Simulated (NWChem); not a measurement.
System: SiH3SeF; SMILES [SeH][SiH2]F

NWChem input:

```
start job
memory heap 200 mb stack 900 mb global 1100 mb
geometry units angstroms noautoz
  Si     0.651893     1.143367     0.103319
  F     -0.754544     1.781853    -0.367286
  Se     0.518522    -1.099032     0.507554
  H      1.039080     1.740221     1.402230
  H      1.636368     1.416354    -0.969378
  H      0.474949    -1.462213    -0.928408
end
basis spherical
  Si library def2-svp
  F library def2-svp
  Se library def2-svp
  H library def2-svp
end
dft
  xc b3lyp
  iterations 150
end
tddft
  nroots 6
  notriplet
end
task tddft energy
```

All runs use the structure optimised with B3LYP/6-31G* (spherical d). B3LYP is NWChem's, with the RPA form of VWN correlation.

Vertical excitations in the gas phase.

Q: What results follow from this input? (B3LYP/def2-SVP, full TDDFT.) Quantities: lowest excitation, singlet (eV); oscillator strength of that lowest state; lowest state with f > 0.02, singlet (eV); oscillator strength of that bright state; orbital gap (eV).

A: The lowest excitation, singlet (eV) comes out as 5.64, the oscillator strength of that lowest state is 0.000 and the lowest state with f > 0.02, singlet (eV) comes out as 6.73. The oscillator strength of that bright state comes out as 0.034 and the orbital gap (eV) is 6.92.
